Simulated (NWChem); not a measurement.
System: CH₄AlF₂N; SMILES [Al]([F])([NH]C)[F]

```xyz
9

Al     0.0134    -0.5495     0.0000
F      0.9971    -1.8976     0.0000
F     -1.6443    -0.7519     0.0000
N      0.7041     1.0766     0.0000
C     -0.0183     2.3403     0.0000
H      1.7205     1.1952     0.0000
H      0.2032     2.9624    -0.8974
H      0.2032     2.9624     0.8974
H     -1.1108     2.1517     0.0000
```
Atoms are numbered in this order, from 1.

Level: PBE-D3(BJ)/def2-SVP (NWChem), optimised geometry, unscaled harmonic frequencies. 

| frequency (cm⁻¹) | IR intensity (km/mol) |
|---|---|
| 105 | 1.9 |
| 113 | 0.3 |
| 161 | 0.8 |
| 226 | 32.9 |
| 264 | 66.2 |
| 318 | 12.7 |
| 505 | 84.8 |
| 632 | 2.8 |
| 859 | 118.7 |
| 932 | 105.4 |
| 1048 | 24.5 |
| 1100 | 0.7 |
| 1138 | 101.9 |
| 1340 | 43.7 |
| 1401 | 17.9 |
| 1417 | 1.8 |
| 1445 | 5.1 |
| 2923 | 91.4 |
| 2980 | 37.7 |
| 3049 | 13.5 |
| 3512 | 18.8 |

```yaml
zero_point_energy: 36.4 kcal/mol
thermal correction to the enthalpy at 298.15 K (with zero-point energy): 41.3 kcal/mol
heat capacity Cv: 21.4 cal/(mol K)
entropy at 298.15 K and 1 atm (symmetry number 1): 81.9 cal/(mol K)
dipole_moment: 2.54 D
```

Rigid rotor and harmonic oscillator.
